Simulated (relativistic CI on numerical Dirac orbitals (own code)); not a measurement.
**Yb66+: sensitivity of the levels to the model**

Base calculation: Dirac-Coulomb-Breit CI, separate exchange-only KLI orbitals for each configuration, model QED, unscaled Slater integrals.

Configuration list (outside the closed core 1s2): 2s², 2s2p, 2p², 2p3s, 2p3p, 2s3s, 2s3p, 2s3d, 2s4s, 2s4p, 2s4d, 2s4f, 3s², 3s3p, 3p². Levels of other configurations are missing.

Variants: (1) non-relativistic limit. Shifts of the energy above 2s² ¹S0, in eV, for the lowest level and the first level of each name with at least 55 % of one term (blank where a level changes its place among those of its configuration and J or its character, or is not in the variant):

```tsv
Level	Base	Δ(1)
2s² ¹S0	0.0	0.0
2s2p ³P°0	156.6	-37.0
2s2p ³P°1	188.7	-69.2
2p² ³P0	444.4	-136.5
2s2p ³P°2	1307.5	-1187.9
2s2p ¹P°1	1392.9	-1163.3
2p² ³P1	1554.5	-1246.6
2p² ¹D2	1572.6	
2p² ³P2	2717.2	
2p² ¹S0	2781.7	-2354.3
2s3s ³S1	9665.7	-914.4
2s3s ¹S0	9697.2	-922.1
2s3p ³P°0	9740.0	-928.6
2s3p ³P°1	9740.5	
2p3s ³P°0	9861.2	-960.7
2p3s ³P°1	9862.7	-962.2
2p3p ³D1	9906.0	
2p3p ³P0	9956.5	-996.9
2s3p ³P°2	10079.6	-1268.2
2s3p ¹P°1	10087.4	
2s3d ³D1	10112.0	-1269.6
2s3d ³D2	10117.0	-1274.7
```

At this charge energies of transitions that change n are usually good to better than 1 %, and those within a shell (Δn = 0) to a few per cent.

Ionisation energy from the two ground configurations alone: base 17049.6 eV. The NIST ASD value (theoretical) is 17050 eV.

LS names give the leading component of a level, which can be under half, so a name can repeat, a term be missing and a line seem to break the LS rules.
